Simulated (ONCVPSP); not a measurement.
Before and after: ONCV potential for Ta (Z = 73)

ONCVPSP 4.0.1 input, shortened (lines: element, Z, core and valence counts, functional; n l f; lmax; l rc ep ncon nbas qcut; lloc lpopt rc5 dvloc0; l nproj debl; icmod fcfact rcfact), revPBE, fully relativistic:

```
  Ta 73.00   10    5  -102130      upf
    1    0    2.00
    2    0    2.00
    2    1    6.00
    3    0    2.00
    3    1    6.00
    3    2   10.00
    4    0    2.00
    4    1    6.00
    4    2   10.00
    4    3   14.00
    5    0    2.00
    5    1    6.00
    5    2    3.00
    6    0    1.00
    6    1    1.00
    3
    0    1.85    0.00    4    8    7.50
    1    2.45    0.00    5    9    4.30
    2    2.90    0.00    5   10    4.90
    3    3.10    0.25    3    6    3.60
    4    5    1.50    2.00
    0    2    3.70
    1    2    2.00
    2    2    2.50
    3    2    0.90
    0    0.00    0.00
```

Open shells are filled in proportion to 2j + 1.

Change: d: nproj 3.

Cutoffs: the cutoffs (Ha) at which the residual kinetic energy of the hardest occupied pseudo-wave falls to 1 and 0.1 mHa per electron; they do not see the model core or the augmentation charge, which bear on the density cutoff. Errors are all-electron minus pseudo energies relative to the spin-unpolarised reference configuration.

Predict the effect on cutoff, ghosts and configuration errors.

The potential gets neither clearly harder nor softer (18 Ha and 39 Ha → 18 Ha and 39 Ha); of the 4 tests that both files solve, the error grows in 1 and shrinks in 0 by more than 15 % and 0.3 meV (median size 4.6 → 5.2 meV); the range in which the d5/2 phases agree widens (upper end 3.8 → at the end of the scan); the range in which the d3/2 phases agree widens (upper end 0.8 → at the end of the scan); neither file shows a bound ghost.

```csv
quantity,base,changed
"cutoff, loose",18 Ha,18 Ha
"cutoff, tight",39 Ha,39 Ha
bound ghosts,none,none
GHOST(+) flags under 300 eV,"f7/2 at 156.2 eV, f5/2 at 177.6 eV","f7/2 at 156.2 eV, f5/2 at 177.6 eV"
"error for 5s2 5p6 5d3 6s2 6p0, meV [ΔE -4.13 eV]",+0.7,+0.8
"error for 5s2 5p6 5d3 6s1 6p0, meV [ΔE 4.27 eV]",+1.2,+1.2
"error for 5s2 5p6 5d3 6s0 6p0, meV [ΔE 19.10 eV]",+8.0,+9.3
"error for 5s1 5p6 5d3 6s2 6p0, meV [ΔE 74.91 eV]",-384,-384
s: phases at 1.88 bohr within 0.05 rad from the reference energy up to (Ha; the scan ends near 5),to the end of the scan,to the end of the scan
p3/2: phases at 2.48 bohr within 0.05 rad from the reference energy up to (Ha; the scan ends near 5),4.0,4.0
p1/2: phases at 2.48 bohr within 0.05 rad from the reference energy up to (Ha; the scan ends near 5),3.8,3.8
d5/2: phases at 2.94 bohr within 0.05 rad from the reference energy up to (Ha; the scan ends near 5),3.8,to the end of the scan
d3/2: phases at 2.94 bohr within 0.05 rad from the reference energy up to (Ha; the scan ends near 5),0.8,to the end of the scan
f7/2: phases at 3.14 bohr within 0.05 rad from the reference energy up to (Ha; the scan ends near 5),2.2,2.2
f5/2: phases at 3.14 bohr within 0.05 rad from the reference energy up to (Ha; the scan ends near 5),2.1,2.1
```
